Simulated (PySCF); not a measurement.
C5H7F2NOSi.
InChI=1S/C5H7F2NOSi/c6-4(7)5(3-8)1-2-9-10-5/h4H,1-2,10H2/t5-/m1/s1

The closed-shell ground state was solved at several levels (PySCF, density fitting, gas phase, non-relativistic). One conformer (not necessarily the lowest) at the PBE0-D3(BJ)/def2-SVP geometry, without solvent, vibrations or thermal averaging.

| level | basis functions | total energy (Eh) | HOMO (eV) | LUMO (eV) | gap (eV) | dipole (D) |
| --- | --- | --- | --- | --- | --- | --- |
| B3LYP/def2-SVPD | 269 | -813.4769 | -8.34 | -0.60 | 7.74 | 3.05 |
| KT2/pcSseg-1 | 212 | -824.3769 | -7.14 | -1.31 | 5.83 | 2.97 |

(1) What might PBE0/pcSseg-1 (212 basis functions) give for the same quantities?

(2) Over all these levels, which gives the widest orbital gap and which the narrowest?

(3) How far do the dipole and the HOMO energy spread over the levels?

Answers

(1) Total energy -813.1691 Eh, HOMO -8.53 eV, LUMO -0.26 eV, gap 8.27 eV, dipole 3.04 D.

(2) PBE0/pcSseg-1 (global hybrid, 25 % exact exchange) has the widest, 8.27 eV, and KT2/pcSseg-1 (GGA) the narrowest, 5.83 eV. The two share the basis. From the narrowest to the widest the HOMO moves by -1.39 eV and the LUMO by +1.05 eV.

(3) The dipole runs from 2.97 to 3.05 D (mean 3.02 D) and the HOMO from -8.53 to -7.14 eV.
